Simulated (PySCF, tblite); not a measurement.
Species: C4H6ClFSi.
Geometry (GFN2-xTB, Å), atoms numbered from 1 in this order:
```
atom  x, y, z in Å
C1    -3.0011   -0.4329    0.3032
C2    -1.6218   -0.0156    0.2534
C3    -0.4687    0.3339    0.2180
Si4    1.2856    0.8774    0.1211
C5     2.4917   -0.5368   -0.2272
F6     1.6690    1.4896    1.5696
Cl7    1.4783    2.3965   -1.1927
H8    -3.6519    0.4179    0.1040
H9    -3.1819   -1.2030   -0.4462
H10   -3.2328   -0.8344    1.2891
H11    2.4087   -1.3104    0.5307
H12    2.3000   -0.9977   -1.1915
H13    3.5204   -0.1840   -0.2277
```

Method used: wB97X-D/def2-SVPD in PySCF (dipole) on a GFN2-xTB geometry, gas phase.

Take the most abundant isotopes and a rigid rotor. 

Question: What are A, B and C (MHz)?

Answer: Ia = 207.09, Ib = 525.09, Ic = 590.63 u·Å²; 505379 MHz·u·Å²/I gives A = 2440, B = 962.5, C = 855.7 MHz.

Question: What kind of rotor is it?

Answer: An asymmetric top. Ray's parameter κ = (2B − A − C)/(A − C) = -0.865; −1 is the prolate and +1 the oblate limit.

Question: What does the inertial defect say?

Answer: Not planar: Δ = Ic − Ia − Ib = -141.55 u·Å². For a rigid frame Δ = −2 Σ m c², so Σ m c² = 70.77 u·Å² lies off the ab plane: 10.03 from hydrogen and 60.74 from heavier atoms. The atom farthest from that plane is 2.32 Å away.

Question: Give the other two planar moments, Paa and Pbb, and the rms extents of the mass along the axes.

Answer: Paa = Σ m a² = (Ib + Ic − Ia)/2 = 454.32 and Pbb = Σ m b² = (Ia + Ic − Ib)/2 = 136.32 u·Å². With the mass M = 135.99 u, the rms extents √(P/M) along a, b and c are 1.83, 1.00, 0.72 Å.

Question: Which lines would a microwave search look for?

Answer: The dipole components are |μa| = 2.59 D, |μb| = 0.54 D, |μc| = 1.84 D. Intensities carry the squares of the components, which stand as 1.00 : 0.04 : 0.50 (a : b : c). Some lines, for components of 0.1 D or more:

```csv
type,branch,"J(Ka,Kc)",MHz,lower level (cm⁻¹)
c,Q,"5(1,5) ← 5(0,5)",884,0.903
b,R,"3(0,3) ← 2(1,2)",4055,0.228
b,Q,"4(2,3) ← 4(1,4)",5138,0.639
a,R,"4(2,3) ← 3(2,2)",7268,0.568
b,Q,"5(3,2) ← 5(2,3)",7520,1.120
b,Q,"5(3,3) ← 5(2,4)",7705,1.113
b,R,"5(0,5) ← 4(1,4)",7917,0.639
a,R,"5(2,4) ← 4(2,3)",9078,0.811
c,R,"3(2,1) ← 2(1,1)",9916,0.238
b,Q,"4(4,0) ← 4(3,1)",10708,1.067
b,R,"3(3,1) ← 2(2,0)",13109,0.386
c,R,"5(2,3) ← 4(1,3)",13339,0.675
c,R,"4(3,2) ← 3(2,2)",14943,0.568
b,R,"5(4,1) ← 4(3,2)",19813,1.067
```

Question: Estimate the classical rotational partition function at 25 K, 100 K and 200 K.

Answer: Point group C1, symmetry number σ = 1; q = (√π/σ)·√((kT/h)³/(ABC)), k/h = 20836.6 MHz/K: 14900 at 25 K, 119000 at 100 K, 336000 at 200 K.

Its lowest GFN2-xTB frequency is 5 cm⁻¹, too small to tell a flat minimum from a shallow saddle. No vibrational averaging or centrifugal distortion is included, and the geometry carries the error of its method. A rigid rotor knows nothing of internal rotation, which can split or shift real lines. Quadrupole hyperfine structure (35Cl) is left out.
